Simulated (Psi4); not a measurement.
The Psi4 input:
```
memory 2 GB

molecule {
0 1
Si    0.72704911    0.19225592    0.70623530
Cl    2.72467709    0.05727356    0.78139701
Cl    0.19233081    1.98367917   -0.06836202
S    -0.00843284   -1.42239594   -0.47781156
Si   -1.98474322   -0.79807360   -1.16520048
C    -3.01522479   -0.23993546    0.32149364
H     0.17582292    0.11060088    2.04676976
H    -1.78008598    0.27474373   -2.13199862
H    -2.45969974   -2.03069838   -1.77766713
H    -2.62516356    0.68044214    0.74939145
H    -4.04466222   -0.05750280    0.02899971
H    -3.02135430   -0.99438682    1.10444598
}

set {
  basis def2-sv(p)
}

energy('r2scan')
print_variables()
```

Task: Give the dipole moment at the level R2SCAN/def2-SV(P) in Psi4.

Result: 2.41 D

Task: What nuclear repulsion energy does R2SCAN/def2-SV(P) give?

Result: 618.8875 Eh

Task: What number of basis functions does R2SCAN/def2-SV(P) give?

Result: 116

Task: Give the total energy at the level R2SCAN/def2-SV(P).

Result: -1938.657556 Ha
